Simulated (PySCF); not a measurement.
H₃InOS₂, SMILES [OH][In]([SH])[SH].

Geometry optimised at B3LYP-D3(BJ)/def2-SVP. The def2 effective core potentials stand for the cores of In; spin–orbit coupling is left out. The values are those of a single conformer.

Two levels are set side by side: TDA-PBE/def2-SVPD (PySCF) and TDA-ωB97X/def2-SVPD (PySCF). Vertical, same geometry. The lowest singlet is HOMO→LUMO 100 % with PBE and HOMO→LUMO 89 % with the other functional; states are paired by order. Differences are taken from unrounded values.

```tsv
quantity	TDA-PBE
lowest singlet excitation (eV)	3.59
lowest triplet excitation (TDA) (eV)	3.30
first bright state (f over 0.05) (eV)	5.70
its oscillator strength	0.16
```

These are the TDA-PBE values. What does TDA-ωB97X give? (The exact figures need the calculation; the answer reports its results.)


```
quantity                               TDA-ωB97X  TDA-PBE minus TDA-ωB97X
-------------------------------------  ---------  -----------------------
lowest singlet excitation (eV)              4.74                    -1.15
lowest triplet excitation (TDA) (eV)        4.39                    -1.09
first bright state (f over 0.05) (eV)       6.01                    -0.31
its oscillator strength                     0.06                     0.10
```

Functionals without exact exchange tend to place singlet excitations lower, as here. Differences between two approximate levels are no errors against the true value.

Rough cost on one machine, each run with all the roots and properties that it gave: TDA-ωB97X against TDA-PBE about 4 times.
